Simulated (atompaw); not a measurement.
# Pt (Z = 78): one change to a PAW (atompaw) potential, before and after

* Element: Pt
* Generator: atompaw 4.2.0.5
* Type: PAW
* Functional: LDA (PW92)
* Relativity: scalar-relativistic
* Frozen core: [Xe] 4f14
* Valence charge: 10
* Reference configuration: 5d9 6s1 6p0
* Partial waves: 6s (bound): rc 3.00 bohr; 6s channel at 2.45 Ry: rc 3.00 bohr; 6p (bound, empty): rc 3.00 bohr; 6p channel at 1.55 Ry: rc 3.00 bohr; 5d (bound): rc 2.00 bohr; 5d channel at 0.75 Ry: rc 3.00 bohr
* Local potential: bessel scheme, radius 2.65 bohr
* Core correction: smooth core density matched at 1.75 bohr
* Augmentation charge: besselshape compensation charge, radius 2.90 bohr; PAW radius 3.00 bohr; waves and projectors: custom rrkj vanderbiltortho

Change: augmentation besselshape compensation charge, radius 2.90 bohr; PAW radius 3.00 bohr; waves and projectors: custom polynom vanderbiltortho.

Cutoffs: the cutoffs (Ry, on a coarse ladder) from which the occupation-weighted sum of valence levels, in a spherical-Bessel basis at the reference potential, stays within 10 and 1 mRy of its value at 400 Ry; they do not see the model core or the augmentation charge, which bear on the density cutoff.

Q: What does the change do?

A: The potential gets harder (30 Ry and 45 Ry → 35 Ry and 45 Ry); neither file shows a bound ghost.

| quantity | base | changed |
| --- | --- | --- |
| cutoff, loose | 30 Ry | 35 Ry |
| cutoff, tight | 45 Ry | 45 Ry |
| bound ghosts | none | none |
| s: phases at 3.01 bohr within 0.05 rad from the reference energy up to (Ry; the scan ends near 5) | 3.4 | 3.3 |
| p: phases at 3.01 bohr within 0.05 rad from the reference energy up to (Ry; the scan ends near 5) | 3.8 | 3.8 |
| d: phases at 3.01 bohr within 0.05 rad from the reference energy up to (Ry; the scan ends near 5) | to the end of the scan | to the end of the scan |
| lowest overlap eigenvalue by channel | s 0.61, p 0.56, d 0.51 | s 0.13, p 0.38, d 0.51 |

 The cutoffs see the waves, projectors and local potential, not the compensation charge or the core.
